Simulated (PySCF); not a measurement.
# Dipole response of V⁺ (vanadium, charge +1)

[Ar] 3d4, high-spin 5D determinant. Computed with PySCF 2.14 in def2-TZVPPD (6s6p4d2f1g, 67 functions), with no relativity, point nucleus. Coupled (time-dependent) response in atomic units; α is the mean over directions.

| method | mean α (bohr³) | α xx, yy, zz | C₆ (like pair) | S(−4) |
| --- | --- | --- | --- | --- |
| r2SCANh | 13.52 | 12.87, 12.87, 14.82 | 42.78 | 369.4 |

S(−4) is the Cauchy moment in α(ω) = α(0) + S(−4) ω² + …

α(iu) at r2SCANh:

| u (hartree) | α(iu) (bohr³) |
| --- | --- |
| 0 | 13.52 |
| 0.0500 | 12.67 |
| 0.100 | 10.83 |
| 0.200 | 7.579 |
| 0.300 | 5.785 |
| 0.500 | 4.190 |
| 0.750 | 3.285 |
| 1.00 | 2.705 |
| 1.50 | 1.906 |
| 2.00 | 1.387 |
| 3.00 | 0.8059 |
| 5.00 | 0.3611 |

A single London oscillator, α(iu) = α/(1 + u²/ω²), gives C₆ = (3/4) ω α². Matching the computed C₆ needs ω = 4 × 42.78 / (3 × 13.52²) = 0.312 hartree.

For an ion, C₆ is the dispersion term alone; charge-induced terms of lower order in 1/R come first.

The components differ because the open shell of this determinant is not spherical; for a pure term their mean is the scalar polarisability.
